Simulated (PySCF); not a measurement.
SMILES C1CC[C]=CCCC=1, doublet, GFN2-xTB optimised geometry.

```
19

C      0.95     0.88    -2.20
C      0.30     1.21    -1.14
C     -0.24     0.35     0.00
C      0.25    -1.09     0.00
C     -0.29    -1.86    -1.17
C      0.35    -2.06    -2.31
C      1.70    -1.50    -2.64
C      1.57    -0.03    -3.14
H      0.07     2.27    -0.97
H     -1.34     0.38    -0.07
H      0.04     0.83     0.94
H      1.34    -1.09     0.00
H     -0.09    -1.57     0.92
H     -1.28    -2.27    -1.04
H     -0.14    -2.61    -3.11
H      2.35    -1.52    -1.77
H      2.17    -2.08    -3.43
H      0.98    -0.03    -4.06
H      2.57     0.33    -3.38
```

Density from unrestricted PBE0/def2-SVP (PySCF) at that geometry.

Minimum of the electron density along straight lines between bonded atoms, close to the bond critical point (lines longer than 1.1 times the sum of covalent radii, or with two minima, are not listed):

```json
[
 {"bond": "C1–C2", "length / Å": "1.289", "ρ at the minimum / e bohr⁻³": "0.354", "∇²ρ there / e bohr⁻⁵": "-0.94", "position (fraction from the first atom)": "0.52"},
 {"bond": "C2–C3", "length / Å": "1.526", "ρ at the minimum / e bohr⁻³": "0.239", "∇²ρ there / e bohr⁻⁵": "-0.53", "position (fraction from the first atom)": "0.50"},
 {"bond": "C3–C4", "length / Å": "1.530", "ρ at the minimum / e bohr⁻³": "0.241", "∇²ρ there / e bohr⁻⁵": "-0.54", "position (fraction from the first atom)": "0.50"},
 {"bond": "C4–C5", "length / Å": "1.496", "ρ at the minimum / e bohr⁻³": "0.257", "∇²ρ there / e bohr⁻⁵": "-0.61", "position (fraction from the first atom)": "0.50"},
 {"bond": "C5–C6", "length / Å": "1.326", "ρ at the minimum / e bohr⁻³": "0.343", "∇²ρ there / e bohr⁻⁵": "-0.91", "position (fraction from the first atom)": "0.50"},
 {"bond": "C6–C7", "length / Å": "1.492", "ρ at the minimum / e bohr⁻³": "0.259", "∇²ρ there / e bohr⁻⁵": "-0.62", "position (fraction from the first atom)": "0.50"},
 {"bond": "C1–C8", "length / Å": "1.444", "ρ at the minimum / e bohr⁻³": "0.274", "∇²ρ there / e bohr⁻⁵": "…", "position (fraction from the first atom)": "0.52"},
 {"bond": "C7–C8", "length / Å": "1.559", "ρ at the minimum / e bohr⁻³": "…", "∇²ρ there / e bohr⁻⁵": "…", "position (fraction from the first atom)": "0.50"},
 {"bond": "C2–H9", "length / Å": "1.090", "ρ at the minimum / e bohr⁻³": "0.273", "∇²ρ there / e bohr⁻⁵": "-0.99", "position (fraction from the first atom)": "0.63"},
 {"bond": "C3–H10", "length / Å": "1.094", "ρ at the minimum / e bohr⁻³": "0.274", "∇²ρ there / e bohr⁻⁵": "-0.99", "position (fraction from the first atom)": "0.62"},
 {"bond": "C3–H11", "length / Å": "1.094", "ρ at the minimum / e bohr⁻³": "0.275", "∇²ρ there / e bohr⁻⁵": "-0.99", "position (fraction from the first atom)": "0.62"},
 {"bond": "C4–H12", "length / Å": "1.091", "ρ at the minimum / e bohr⁻³": "0.276", "∇²ρ there / e bohr⁻⁵": "-1.00", "position (fraction from the first atom)": "0.62"},
 {"bond": "C4–H13", "length / Å": "1.094", "ρ at the minimum / e bohr⁻³": "0.275", "∇²ρ there / e bohr⁻⁵": "-0.99", "position (fraction from the first atom)": "0.62"},
 {"bond": "C5–H14", "length / Å": "1.082", "ρ at the minimum / e bohr⁻³": "0.281", "∇²ρ there / e bohr⁻⁵": "-1.05", "position (fraction from the first atom)": "0.63"},
 {"bond": "C6–H15", "length / Å": "1.082", "ρ at the minimum / e bohr⁻³": "0.281", "∇²ρ there / e bohr⁻⁵": "-1.05", "position (fraction from the first atom)": "0.63"},
 {"bond": "C7–H16", "length / Å": "1.091", "ρ at the minimum / e bohr⁻³": "0.277", "∇²ρ there / e bohr⁻⁵": "-1.01", "position (fraction from the first atom)": "0.63"},
 {"bond": "C7–H17", "length / Å": "1.091", "ρ at the minimum / e bohr⁻³": "0.277", "∇²ρ there / e bohr⁻⁵": "-1.01", "position (fraction from the first atom)": "0.62"},
 {"bond": "C8–H18", "length / Å": "1.095", "ρ at the minimum / e bohr⁻³": "0.274", "∇²ρ there / e bohr⁻⁵": "-1.00", "position (fraction from the first atom)": "0.63"},
 {"bond": "C8–H19", "length / Å": "1.096", "ρ at the minimum / e bohr⁻³": "0.273", "∇²ρ there / e bohr⁻⁵": "-0.99", "position (fraction from the first atom)": "0.63"}
]
```

Q: Complete the blanks.

A: 
- C1–C8, ∇²ρ there / e bohr⁻⁵: -0.66
- C7–C8, ρ at the minimum / e bohr⁻³: 0.225
- C7–C8, ∇²ρ there / e bohr⁻⁵: -0.48
